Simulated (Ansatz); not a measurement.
`CC1=CC(C(F)(F)F)=[O+][Ti-]([F])([F])([Cl])[O]1` + `[Cl][Ti]([Cl])([Cl])[Br]` → `[F][Ti]([F])([Cl])[Br]` + `CC1=CC(C(F)(F)F)=[O+][Ti-]([Cl])([Cl])([Cl])[O]1`  (redistribution)

Calculated with Ansatz (gas phase, PBE0-D4/def2-TZVP geometries, no zero-point term in ΔE). CCSD(T)/CBS adds triple-zeta CCSD(T) − MP2 to the extrapolated MP2 energy (def2 sets, frozen cores). DFT in def2-TZVPP. For Br, Ti outer-core shells are correlated without core-valence functions, which leaves a few kJ/mol of doubt a bond. Scalar relativity is left out up to krypton.

`CC1=CC(C(F)(F)F)=[O+][Ti-]([F])([F])([Cl])[O]1`:

Z-matrix (Å, degrees):
```
Ti
O 1 1.949
F 1 1.747 2 126.5
Cl 1 2.195 2 116.7 3 -163.7
C 1 2.986 2 17.7 3 -83.2
F 1 1.753 2 86.3 3 96.5
O 1 2.038 2 80.7 3 -77.9
C 5 1.531 1 140.3 2 -4.4
C 5 1.367 1 99.2 2 177.3
C 7 1.254 1 136.2 2 -6.4
F 8 1.329 5 110.1 1 -57.3
F 8 1.333 5 111.9 1 -177.6
F 8 1.330 5 110.0 1 62.2
H 9 1.078 5 120.1 1 178.3
C 10 1.489 7 117.3 1 -175.2
H 15 1.092 10 109.1 7 -53.8
H 15 1.093 10 108.6 7 62.4
H 15 1.088 10 112.4 7 -176.2
```

`[Cl][Ti]([Cl])([Cl])[Br]`:

Cartesian coordinates in Å:
```
Cl 0.735 -1.371 -1.517
Ti -0.025 -0.016 -0.014
Cl -1.334 1.433 -0.942
Cl -1.121 -1.131 1.478
Br 1.746 1.085 0.995
```

`[F][Ti]([F])([Cl])[Br]`:

```xyz
5

F     1.671    0.355    0.576
Ti    0.074    0.084   -0.040
F    -0.422    1.463   -0.966
Cl    0.073   -1.678   -1.304
Br   -1.397   -0.224    1.734
```

`CC1=CC(C(F)(F)F)=[O+][Ti-]([Cl])([Cl])([Cl])[O]1`:

Z-matrix (Å, degrees):
```
Ti
O 1 2.056
Cl 1 2.187 2 87.1
Cl 1 2.187 2 87.2 3 115.6
C 1 3.011 2 64.1 3 -122.0
C 1 3.046 2 17.5 3 -121.5
Cl 1 2.212 2 169.6 3 -121.7
O 1 1.925 2 80.4 3 -122.2
C 5 1.487 1 140.2 2 -179.7
C 5 1.386 1 97.8 2 0.4
C 6 1.536 1 143.7 2 0.2
H 9 1.093 5 109.0 1 -57.6
H 9 1.088 5 112.1 1 -179.5
H 9 1.093 5 109.0 1 58.7
H 10 1.078 5 120.3 1 179.8
F 11 1.329 6 109.9 1 -61.9
F 11 1.334 6 111.8 1 178.0
F 11 1.328 6 110.1 1 57.7
```

```csv
level,ΔE (kJ/mol)
PBE-D4,9.5
BHLYP-D4,15.8
PBE-QIDH,17.6
SCS-MP2/def2-TZVPP,22.4
```

Task: What does CCSD(T)/CBS give? (Best estimate.)

Result: The calculation gave: +19.0 kJ/mol. The listed levels differ from it by -9.5, -3.2, -1.4, 3.4 kJ/mol.

Largest T1 diagnostic among the species: 0.023, so the coupled-cluster value is less sure than usual.

Leaving LDA and LC-ωPBE aside and taking each functional with its dispersion term where it has one, the values, not all of them listed here, spread over 10.3 kJ/mol, from revPBE-D4 to B2PLYP. From BLYP to BHLYP (50 % exact exchange), in def2-TZVPP and without D4, ΔE moves by +4.0 kJ/mol. At CCSD(T), def2-SVP lies −3.3 kJ/mol from the extrapolated value and def2-TZVPP −2.4 kJ/mol.
